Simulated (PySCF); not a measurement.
Si(H)(Me)2(SH) (C₂H₈SSi), SMILES C[SiH](C)S. The structure is a stationary point at B3LYP-D3(BJ)/def2-SVP. One conformer was computed; it need not be the lowest.

All values below come from B3LYP-D3(BJ)/def2-SVP run with PySCF.

Harmonic wavenumbers (cm⁻¹): 147, 160, 169, 196, 212, 228, 471, 621, 624, 659, 695, 770, 814, 862, 898, 902, 1267, 1273, 1427, 1429, 1435, 1441, 2222, 2661, 3025, 3026, 3112, 3114, 3131, 3131. Rotational constants (GHz): 5.294, 2.997, 2.173; symmetry number 1.

Question: Work out the zero-point energy and the ideal-gas rigid-rotor harmonic-oscillator thermochemistry at 298.15 K and 1 atm.

Answer: ZPE = ½ Σ hcν = ½ × 40123 cm⁻¹ = 239.99 kJ/mol. H − E(el) = 262.20 kJ/mol. Entropy in J/(mol K): translation 165.17, rotation 111.44, vibration 71.21, total 347.83. G − E(el) = 158.50 kJ/mol. Cp = 115.97 J/(mol K). Modes under 150 cm⁻¹ make the vibrational entropy uncertain.
